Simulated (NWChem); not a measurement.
A series in which one site is exchanged, each optimised at PBE0/def2-SVP with NWChem, gas phase unless a solvent is named. All stand in one matching conformer (torsions within 35°), which need not be the lowest. Pople sets run with spherical d functions. This build's default masses of Se (78.918 u) and Br (79.917 u) are each other's, which moves their modes by up to 0.6 %. Shieldings are non-relativistic GIAO values without spin-orbit effects.

A: FB(N)Br (BNH2BrF; site = F)
B: ClB(N)Br (BNH2BrCl; site = Cl)
C: NBBr (BNH$_{3}$Br; site = H)
D: B(Br)(Br)N (BNH2Br2; site = Br)

| quantity | A | B | C | D |
|---|---|---|---|---|
| dipole (D), PBE0/def2-SVP | 3.05 | [?] | 2.99 | 3.05 |
| orbital gap (eV), PBE0/def2-SVP | 9.18 | [?] | 8.12 | 8.03 |
| vertical ionisation energy, ΔSCF, B3LYP/def2-SVP (eV) | 10.41 | [?] | 10.45 | 10.08 |
| 11B shift against boron trifluoride, B3LYP/6-31G* (ppm) | 17.9 | [?] | 26.4 | 31.0 |
| 11B shift against boron trifluoride, PBE0/pcSseg-1 (ppm) | 17.6 | [?] | 27.1 | 29.3 |

Complete the blanks.


- dipole (D), PBE0/def2-SVP, B: 3.02
- orbital gap (eV), PBE0/def2-SVP, B: 8.47
- vertical ionisation energy, ΔSCF, B3LYP/def2-SVP (eV), B: 10.44
- 11B shift against boron trifluoride, B3LYP/6-31G* (ppm), B: 27.4
- 11B shift against boron trifluoride, PBE0/pcSseg-1 (ppm), B: 26.2
